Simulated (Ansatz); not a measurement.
C₃H₁₀BNSi (`BN(C=C)[SiH2]C`). Charge 0, multiplicity 1.

```csv
atom,x (Å),y (Å),z (Å)
B1,0.3698,-1.8319,-1.2539
N2,-0.0568,-0.8946,-0.2951
C3,0.0549,-1.1999,1.0705
C4,-0.3208,-0.4336,2.0896
Si5,-0.6815,0.6849,-0.8020
C6,0.5351,2.0432,-0.4224
H7,0.2791,-1.5661,-2.4153
H8,0.8202,-2.8779,-0.8820
H9,0.4995,-2.1733,1.2567
H10,-0.1829,-0.7870,3.1023
H11,-0.7803,0.5397,1.9647
H12,-1.9708,0.9285,-0.1024
H13,-0.9264,0.5844,-2.2584
H14,1.4613,1.8914,-0.9814
H15,0.1187,3.0118,-0.7115
H16,0.7808,2.0806,0.6404
```

Task: What are the harmonic wavenumbers in cm⁻¹ at PBE0-D4/def2-TZVP (Ansatz, finite differences of forces, unscaled)? (Best estimate.)

Result: Computed: 77, 126, 139, 160, 242, 323, 348, 476, 489, 529, 634, 709, 719, 732, 771, 881, 883, 898, 916, 960, 1006, 1021, 1024, 1199, 1256, 1278, 1349, 1376, 1442, 1450, 1453, 1706, 2220, 2259, 2576, 2665, 3054, 3136, 3148, 3173, 3180, 3266.

Task: Is this a minimum?

Result: Yes, all 42 modes are real.

Task: Give the ideal-gas thermochemistry at 298.15 K and 1 bar (rigid rotor, harmonic oscillator; point group C1, symmetry number 1).

Result: Zero-point energy 330.5 kJ/mol; H(298) − E = 355.3 kJ/mol; entropy 370.0 J/(mol·K), of which translation 166.2, rotation 115.0, vibration 88.8; G(298) − E = 245.0 kJ/mol. Modes under 100 cm⁻¹ are hindered rotations or soft bends, so the harmonic entropy is rough.

Task: And at 400, 500, 600, 800 and 1000 K?

Result: 
| T (K) | H − E (kJ/mol) | S (J/mol/K) | G − E (kJ/mol) |
| --- | --- | --- | --- |
| 400 | 371.2 | 415.7 | 204.9 |
| 500 | 390.1 | 457.7 | 161.2 |
| 600 | 411.5 | 496.7 | 113.5 |
| 800 | 460.6 | 567.0 | 6.9 |
| 1000 | 515.8 | 628.5 | -112.7 |
